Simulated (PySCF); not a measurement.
# Interval between two levels of Ge⁺ by level of theory

Ge⁺ [Ar] 3d10 4s2 4p1 [2P3/2, M_J = 3/2] → Ge⁺ [Ar] 3d10 4s1 4p2 [4P5/2, M_J = 5/2], as a difference of total energies. Calculation: PySCF 2.14, in x2c-SVPall-2c with one added diffuse shell each of s, p, d type (6s7p4d, 47 functions); the two-component X2C-1e Hamiltonian. Correlated levels: [Ne] frozen. "Screened" scales the spin-orbit matrix elements by Boettger's factors to mimic the two-electron term; Breit and QED terms are absent.

```csv
method,interval between two levels (cm⁻¹)
GHF (spin-free),39068
GMP2 (spin-free),45355
GHF (screened spin-orbit),39106
GMP2 (screened spin-orbit),45395
```

The spin-free rows relax to the high-spin LS determinant and lack the spin-orbit shift.

Errors of the correlated levels include the incompleteness of this basis and the frozen core.

The labels give the starting determinants; with spin-orbit coupling the two ends relaxed to ⟨J²⟩ = 3.76, ⟨L²⟩ = 2.01, ⟨S²⟩ = 0.75 and ⟨J²⟩ = 8.76, ⟨L²⟩ = 2.01, ⟨S²⟩ = 3.75.

For comparison: 51599 cm⁻¹ (measured; NIST Handbook of Basic Atomic Spectroscopic Data (Sansonetti and Martin, J. Phys. Chem. Ref. Data 34, 1559 (2005))).
